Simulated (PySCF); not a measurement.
Geometry (Å), atoms numbered from 1 in this order:
```xyz
14

C    -0.7392   -0.6989    2.1961
S    -0.8688   -1.5166    0.5692
O    -2.2556   -1.8166    0.3846
C    -0.6627    0.2074   -0.5495
C     0.6509    0.6388   -0.5520
C     1.9672    0.5637   -1.0574
C     1.7215    1.3809   -0.0090
H    -1.5422    0.0178    2.3345
H     0.2321   -0.2316    2.3102
H    -0.8484   -1.4817    2.9440
H    -1.3768    0.8642   -0.0633
H    -1.0144   -0.1900   -1.4979
H     2.6556    0.1664   -1.7684
H     2.0800    2.0956    0.6969
```

Total charge +1.

Geometry: GFN2-xTB; GIAO shifts from PySCF 2.14, gas phase, non-relativistic, averaged over equivalent atoms.

At KT3/pcSseg-1 (161 basis functions, 48 s wall time on 1 thread of an Arm Neoverse N1, shared host):
| atoms | δ (ppm) |
| --- | --- |
| C6/C7 | 156.5 |
| C5 | 155.8 |
| C4 | 66.5 |
| C1 | 49.7 |
| O3 | 374.7 |
| H13/H14 | 9.69 |
| H12 | 5.16 |
| H11 | 4.95 |
| H8/H9/H10 | 3.23 |

δ = σ(ref) − σ, references computed at the same level: TMS for ¹³C (σref 184.72), ¹H (σref 31.76); H2O for ¹⁷O (σref 330.79).

Question: What do these become at PBE0/pcSseg-1?

Answer: 
```json
{"atoms": "C6/C7", "δ at PBE0/pcSseg-1": "171.9", "change": "+15.4"}
{"atoms": "C5", "δ at PBE0/pcSseg-1": "174.1", "change": "+18.3"}
{"atoms": "C4", "δ at PBE0/pcSseg-1": "67.9", "change": "+1.4"}
{"atoms": "C1", "δ at PBE0/pcSseg-1": "51.8", "change": "+2.1"}
{"atoms": "O3", "δ at PBE0/pcSseg-1": "351.5", "change": "-23.2"}
{"atoms": "H13/H14", "δ at PBE0/pcSseg-1": "9.96", "change": "+0.27"}
{"atoms": "H12", "δ at PBE0/pcSseg-1": "5.22", "change": "+0.06"}
{"atoms": "H11", "δ at PBE0/pcSseg-1": "5.07", "change": "+0.12"}
{"atoms": "H8/H9/H10", "δ at PBE0/pcSseg-1": "3.30", "change": "+0.07"}
```

Chemical shifts δ = σref − σ; ¹³C (186.93 ppm) and ¹H (31.72 ppm) against TMS; ¹⁷O (336.08 ppm) vs H2O, all at this level.

The largest change is at O3 (S=O oxygen). Cost: 161 basis functions, 30 s wall time on 1 thread of an Arm Neoverse N1, shared host. The order of the carbon signals changes between the two levels.

Unscaled 17O shifts of doubly bonded oxygen tend to come out too high, by tens of ppm or more. Experimental scales use liquid or dissolved standards, which lie at an offset from isolated H2O (liquid H2O: subtract about 36 ppm).
